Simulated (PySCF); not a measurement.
Electron correlation in I+ (iodine, charge +1)

[Kr] 4d10 5s2 5p4, high-spin 3P determinant. Calculation: PySCF 2.14, in def2-SVP with the def2 core potential (28 electrons) (4s4p2d, 26 functions); scalar relativity through the core potential. Frozen: 4s2 4p6 4d10; 6 electrons correlated.

MP2 pair energies summed by pair of shells (mhartree):

| pair | energy | share (%) |
| --- | --- | --- |
| 5p-5p | -29.81 | 48.9 |
| 5s-5p | -26.59 | 43.6 |
| 5s-5s | -4.55 | 7.5 |

Total MP2 correlation energy: -60.96 mhartree.

Same-spin part -15.25 and opposite-spin part -45.71 mhartree; SCS-MP2 scales them by 1/3 and 6/5 to -59.93 mhartree.

```json
{"level": "CCSD", "correlation energy (mhartree)": "-74.52"}
{"level": "(T)", "correlation energy (mhartree)": "-0.71"}
{"level": "CCSD(T)", "correlation energy (mhartree)": "-75.23"}
```

Diagnostics: T1 = 0.0063, D1 = 0.0204, largest double amplitude 0.055.

Cost of the coupled-cluster step: 0.1 s of wall time on 1 thread of Neoverse-V2 (shared host), for 6 correlated electrons.

Iterations:

```
CC2 = 0
CCSD nocc = (np.int64(4), np.int64(2)), nmo = (17, 17)
frozen orbitals [[0, 1, 2, 3, 4, 5, 6, 7, 8], [0, 1, 2, 3, 4, 5, 6, 7, 8]]
max_cycle = 100
direct = 0
conv_tol = 1e-08
conv_tol_normt = 1e-06
diis_space = 8
diis_start_cycle = 0
Init t2, MP2 energy = -0.0609571179349256
Init E_corr(UCCSD) = -0.0609571179398479
cycle = 1  E_corr(UCCSD) = -0.0714176111831456  dE = -0.0104604932  norm(t1,t2) = 0.0356779
cycle = 2  E_corr(UCCSD) = -0.0736076375222352  dE = -0.00219002634  norm(t1,t2) = 0.0109786
cycle = 3  E_corr(UCCSD) = -0.0745321852972594  dE = -0.000924547775  norm(t1,t2) = 0.00405638
cycle = 4  E_corr(UCCSD) = -0.074516729214608  dE = 1.54560827e-05  norm(t1,t2) = 0.000403341
cycle = 5  E_corr(UCCSD) = -0.0745199505995323  dE = -3.22138492e-06  norm(t1,t2) = 8.01827e-05
cycle = 6  E_corr(UCCSD) = -0.0745195473507538  dE = 4.03248779e-07  norm(t1,t2) = 1.52255e-05
cycle = 7  E_corr(UCCSD) = -0.0745196668555515  dE = -1.19504798e-07  norm(t1,t2) = 2.86792e-06
cycle = 8  E_corr(UCCSD) = -0.0745196231442483  dE = 4.37113032e-08  norm(t1,t2) = 4.24725e-07
cycle = 9  E_corr(UCCSD) = -0.0745196292137705  dE = -6.06952225e-09  norm(t1,t2) = 6.90702e-08
UCCSD converged
E(UCCSD) = -296.3716144047546  E_corr = -0.07451962921377051
UCCSD(T) correction = -0.000708019503245735
```
